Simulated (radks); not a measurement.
Excited configurations of Ne I: one electron is placed in a higher orbital outside [He] 2s2 2p5. The ground configuration is [Ne]. Method: scalar-relativistic Kohn-Sham, PBE, spin-polarised, spherical densities, point nucleus; open shells are filled with parallel spins first; computed with a radial shooting solver on a logarithmic mesh with Libxc functionals. Excitation = E - E(ground); binding = E(ion) - E, where the ion is the core of charge +1; n* = 1/sqrt(2 binding) in atomic units, and the quantum defect is n - n*.

| outer orbital | excitation (eV) | binding (eV) | n* | quantum defect | eigenvalue (eV) |
|---|---|---|---|---|---|
| 3p | 18.777 | 3.192 | 2.065 | 0.935 | -1.647 |
| 4s | 19.741 | 2.228 | 2.471 | 1.529 | -1.367 |
| 4p | 20.323 | 1.646 | 2.875 | 1.125 | -0.977 |
| 4f | 21.007 | 0.963 | 3.759 | 0.241 | -0.482 |
| 5p | 20.972 | 0.998 | 3.693 | 1.307 | -0.641 |
| 6p | 21.299 | 0.670 | 4.505 | 1.495 | -0.452 |

The Delta-SCF ionisation energy is 21.969 eV (NIST Atomic Spectra Database: 21.565 eV, measured). Self-interaction in the functional shifts the binding energies and quantum defects, so they are the method's values and not measured ones. Open shells are spherical and high-spin; term and fine-structure splittings are not resolved.
